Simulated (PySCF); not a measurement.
Delta-SCF ions had no search for a lower state. 

Cartesian coordinates (Å):
SMILES: [SiH3][Si]([SiH2]S)([SiH3])[SiH3]
```xyz
18

Si     0.1425     2.3241    -0.4096
Si    -0.2873     0.0734     0.0807
Si    -1.8095    -0.1061     1.8504
Si    -1.1084    -1.0162    -1.8243
Si     1.7378    -0.9336     0.6676
S      2.9664    -0.6532    -1.0806
H     -1.1406     3.0335    -0.7066
H      0.7982     2.9813     0.7626
H      1.0416     2.4248    -1.5983
H     -1.2673     0.5728     3.0677
H     -2.0605    -1.5452     2.1707
H     -3.1043     0.5390     1.4722
H     -2.4500    -0.4631    -2.1875
H     -1.2469    -2.4797    -1.5503
H     -0.1718    -0.8154    -2.9706
H      1.5538    -2.3859     0.9758
H      2.3431    -0.2781     1.8685
H      4.0633    -1.2726    -0.5884
```
Charge 0, multiplicity 1.

Task: Predict the S1 oscillator strength, HOMO–LUMO gap, LUMO, vertical ionisation energy (Delta-SCF) and dipole moment from PBE0-D3(BJ)/def2-TZVP // PBE0-D3(BJ)/def2-SVP (PySCF).

Result: 
```
Item                                        Value
--------------------------------------  ---------
S1 oscillator strength                      0.003
HOMO–LUMO gap                             6.75 eV
LUMO                                     -0.76 eV
vertical ionisation energy (Delta-SCF)    9.27 eV
dipole moment                           0.182 e·Å
```
